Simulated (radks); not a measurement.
Spherical quantum dot in the effective-mass picture: electrons in a parabolic well V = omega^2 r^2 / 2 with omega = 3.6, with a point charge +2 (a donor) at the centre, all in effective atomic units (hartree* = m*/eps^2 hartree, bohr* = eps/m* bohr), one dielectric constant everywhere. Calculated with a radial shooting solver with Libxc functionals: non-relativistic Kohn-Sham, LDA (Slater exchange, Perdew-Wang correlation), spin-polarised, spherical densities. Levels are named by radial order and angular momentum (1s, 1p, 1d, 2s, ...), and open shells are averaged over m. Results are scaled to m* = 0.258 and eps = 15.3, for which hartree* = 29.99 meV and bohr* = 3.138 nm.

N = 13, configuration 1s2 1p6 1d(up 3, down 0) 2s2. This is the lowest configuration that the search found. Occupied and some empty levels:

level    occupation  eigenvalue (meV)  <r> (nm)
1s up             1            449.95     1.804
1s down           1            452.32     1.788
1p up             3            558.30     2.735
1p down           3            562.37     2.729
2s up             1            622.89     2.905
2s down           1            626.20     2.916
1d up             3            647.59     3.276
1d down           0            652.01     3.278
1f up             0            737.56     3.696
2p up             0            739.10     3.377
1f down           0            741.83     3.704
2p down           0            742.01     3.384
1g up             0            829.85     4.057
1g down           0            833.74     4.067

Energy (meV): total 4976.46, kinetic 1681.7, external 1056.5, Hartree 2591.3, exchange-correlation -353.00.
